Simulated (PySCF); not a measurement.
C4H2F2S, SMILES Fc1ccc(F)s1, PBE/def2-SVP optimised geometry.

```
9

F      2.42     0.29     0.00
C      1.09     0.29     0.00
C      0.25    -0.80     0.00
C     -1.14    -0.41     0.00
C     -1.28     0.96     0.00
F     -2.42     1.65     0.00
S      0.24     1.83     0.00
H      0.61    -1.83     0.00
H     -1.99    -1.10     0.00
```

Density from PBE/def2-TZVP in PySCF 2.14.0 at that geometry.

Minimum of the electron density along straight lines between bonded atoms, close to the bond critical point (lines longer than 1.1 times the sum of covalent radii, or with two minima, are not listed):

```csv
bond,length / Å,ρ at the minimum / e bohr⁻³,∇²ρ there / e bohr⁻⁵,position (fraction from the first atom)
F1–C2,1.332,0.275,-0.10,0.66
C2–C3,1.371,0.322,-0.88,0.53
C3–C4,1.438,0.283,-0.73,0.50
C4–C5,1.371,0.322,-0.88,0.47
C5–F6,1.332,0.275,-0.10,0.34
C2–S7,1.758,0.201,-0.36,0.48
C5–S7,1.758,0.201,-0.36,0.48
C3–H8,1.097,0.272,-0.92,0.65
C4–H9,1.097,0.272,-0.92,0.65
```
